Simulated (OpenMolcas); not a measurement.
# Zr III: effect of the basis set

- Program: OpenMolcas 26.06
- Method: SS-CASPT2, IPEA 0.25 Eh, imaginary shift 0.1 Eh (closed shells correlated: 4s 4p)
- Active space: 2 electrons in 10 orbitals (4d 5d)
- State averaging: 2S+1 = 3 even, 10 roots; 2S+1 = 1 even, 15 roots
- Spin-orbit coupling: state interaction with AMFI integrals over the reference wave functions, term energies averaged over their components

A. ANO-R2 [7s5p4d2f1g], X2C, finite nucleus; CASPT2 step roughly 60 core-seconds
B. ANO-RCC-VTZP [7s6p4d2f1g], DKH2, point nucleus; CASPT2 step roughly 2.2 core-minutes
C. ANO-RCC-VQZP [8s7p5d3f2g1h], DKH2, point nucleus; CASPT2 step about 90 core-seconds

Energies in cm-1 above 4d2 3F2, the measured ground level; measured values from Moore, Atomic Energy Levels, vol. II, NSRDS-NBS 35 (1971 reprint of NBS Circular 467, 1952); NIST levels as listed in Rynkun, Gaigalas and Jonsson, Astron. Astrophys. 637, A10 (2020).

```
  Level      A      B      C  Measured
4d2 3F2    0.0    0.0    0.0       0.0
4d2 3F3    716    695    707       681
4d2 3F4   1553   1515   1534      1486
4d2 1D2   5700   6000   5780      5742
4d2 3P0   8160   8510   8560      8062
4d2 3P1   8440   8780   8830      8326
4d2 3P2   8970   9300   9350      8838
4d2 1G4  11180  11800  11290     11049
4d2 1S0  23420  24240  23710     23979
```

Deviations, from unrounded energies. A percentage is the sum of absolute deviations over the sum of measured energies, with the sign that they share, or ± where signs differ.

| Against measurement | Levels | A | B | C |
| --- | --- | --- | --- | --- |
| mean absolute deviation (cm-1) | 8 | 150 | 330 | 270 |
| fine structure of the ground term (%) | 2 | +4.7 | +2.0 | +3.4 |
| other terms of the ground configuration (%) | 6 | ±1.6 | +4.0 | ±3.1 |

A lies closest to measurement on these levels and B furthest from it. The largest miss of A in the table is 4d2 1S0, by -560 cm-1. The ranking rests on the paired levels alone, and a cruder setting can come out closer through cancelling errors.

The two smallest mean deviations differ by little beside CASPT2's spread within terms, so their order carries little weight.

Among A to C the level of the table that moves most is 4d2 1S0, by 820 cm-1 (lowest in A, highest in B). Moves below CASPT2's spread within the term are not significant.

Term energies are means over components that CASPT2 splits; among the terms shown or strongly mixed into the levels shown the widest spread is 560 cm-1 (4d2 3F, A). Active for correlation alone: 5d; no level in the range computed is led by a configuration that fills it, so any true level of that kind is missing. Computed and measured levels are paired by configuration, term and J; levels that our copy of the source lacks, or whose pairing is in doubt (as where it misses far off the trend of its configuration), stay unpaired and out of the deviations. Levels of configurations outside the active space are missing.
